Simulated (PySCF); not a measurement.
Static response to an electric field

C5H11NSi.
SMILES with atom numbers: `[CH2:1]=[CH:2][C@@H:3]1[CH2:4][CH2:5][NH:6][SiH2:7]1` (hydrogens: H8, H9 on C1; H10 on C2; H11 on C3; H12, H13 on C4; H14, H15 on C5; H16 on N6; H17, H18 on Si7)

Cartesian coordinates in Å at the GFN2-xTB level; atoms count from 1:
```xyz
18
C5H11NSi angstrom
C      2.837   -0.488    0.247
C      1.716   -0.524   -0.452
C      0.389   -0.088    0.042
C     -0.736   -1.059   -0.327
C     -2.062   -0.312   -0.228
N     -1.835    0.988   -0.829
Si    -0.224    1.564   -0.715
H      3.784   -0.788   -0.169
H      2.853   -0.151    1.271
H      1.735   -0.867   -1.480
H      0.431    0.019    1.130
H     -0.735   -1.942    0.315
H     -0.596   -1.385   -1.359
H     -2.855   -0.841   -0.767
H     -2.371   -0.220    0.823
H     -2.656    1.559   -0.930
H      0.304    1.857   -2.049
H      0.011    2.685    0.202
```

Level: B3LYP/def2-SVPD (PySCF), static field, nuclei fixed, core orbitals frozen in the response. The polarisability tensor in these axes (au):

```
x   110.29  -2.67   6.49
y    -2.67  89.18  -3.08
z     6.49  -3.08  79.98
```

Q: Give the principal values, the mean and the anisotropy Δα = √{½[(α1 − α2)² + (α2 − α3)² + (α1 − α3)²]}.

A: Principal values 78.08, 89.29 and 112.09 au; mean 93.15 au = 13.80 Å³ = 15.36 × 10⁻⁴⁰ C²·m²/J; Δα = 30.01 au (32 % of the mean).

Q: What is the dipole moment, and where does it point?

A: (-1.26, -0.05, 0.31) D, 1.30 D in size, pointing from the negative to the positive side. Measured along this direction, the outermost atoms are H8 at the negative end and H14 and H15 at the positive end.

Q: What molar refraction does this α imply?

A: Lorentz–Lorenz: R = (4π/3)N_A α = 2.5225 cm³/(mol·Å³) × 13.80 Å³ = 34.8 cm³/mol, in the limit of long wavelengths.

Q: What would n − 1 = 2πNα be for an ideal gas of these molecules at 350 K and 1 atm, electronic part alone?

A: N = p/kT = 2.0968 × 10¹⁹ cm⁻³, so n − 1 = 2π × N × 13.80 × 10⁻²⁴ cm³ = 1819 × 10⁻⁶ at long wavelengths, for an ideal gas.

Q: Directions of the eigenvectors, and the extent of the frame along each?

A: Largest value along (0.97, -0.14, 0.21), where the nuclei span 6.72 Å; middle along (0.18, 0.96, -0.19), 4.62 Å; least along (-0.17, 0.22, 0.96), 3.07 Å. The response follows the extents in order.

Q: How large is μ²/3kT at 400 K beside α?

A: In Gaussian units μ²/3kT = 10.21 Å³ against 13.80 Å³, a ratio of 0.74; the Debye molar polarisation (4π/3)N_A(α + μ²/3kT) is 60.6 cm³/mol, leaving out the vibrational part.

The structure is a single GFN2-xTB conformer in the gas phase; no vibrational or solvent corrections.
